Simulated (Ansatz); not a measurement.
Born–Oppenheimer molecular dynamics of BrCl₂FH₂OZr (8 atoms, charge 0, multiplicity 1). It starts at the highest image of a converged band, a first-order saddle point between two minima.

The calculation used Ansatz 0.2.0, RKS BLYP/def2-SVP.

| Property | Result |
| --- | --- |
| ensemble | NVE (velocity Verlet) |
| time step | 0.5 fs |
| steps asked | 200 |
| starting velocities drawn for | 300 K |
| seed | 10659 |

First frame:

```xyz
8
Properties=species:S:1:pos:R:3
Zr -0.359 -0.108 -0.115
F -0.049 -0.200 2.007
O 1.528 -0.275 -0.319
H 2.496 -0.351 -0.313
Cl -0.779 1.901 -1.298
Cl -1.144 -1.982 -1.330
Br -2.758 0.132 1.486
H -1.222 -0.070 2.186
```

(1) How far do the bonds stretch over the last three quarters of this one trajectory? (Pairs bonded in most of those frames.)

## Answers

(1) 
| bond | mean (Å) | spread (Å) | shortest | longest |
| --- | --- | --- | --- | --- |
| Zr1–F2 | 2.292 | 0.061 | 2.21 | 2.38 |
| Zr1–O3 | 1.918 | 0.024 | 1.88 | 1.96 |
| Zr1–Cl5 | 2.367 | 0.016 | 2.34 | 2.39 |
| Zr1–Cl6 | 2.358 | 0.007 | 2.34 | 2.37 |
| Zr1–Br7 | 2.748 | 0.120 | 2.57 | 2.92 |
| Zr1–H8 | 2.517 | 0.046 | 2.45 | 2.59 |
| F2–H8 | 1.034 | 0.021 | 0.98 | 1.07 |
| O3–H4 | 0.972 | 0.020 | 0.94 | 1.00 |

Pairs bonded in part of these frames only: Zr1–H8 89 %.

Mean temperature of the second half: 186 K. The conserved energy stayed within 0.089 meV per atom of its start (net change 0.026 meV per atom), so the integration is sound. A run of 0.1 ps of so small a system gives no equilibrium averages. The orbitals stay closed-shell, which can raise the energy where a bond breaks towards radicals; this wasn't checked here.

Time of the run: 7.7 min on 4 threads of Arm Neoverse V2, on a shared host, peak memory 0.22 GiB.
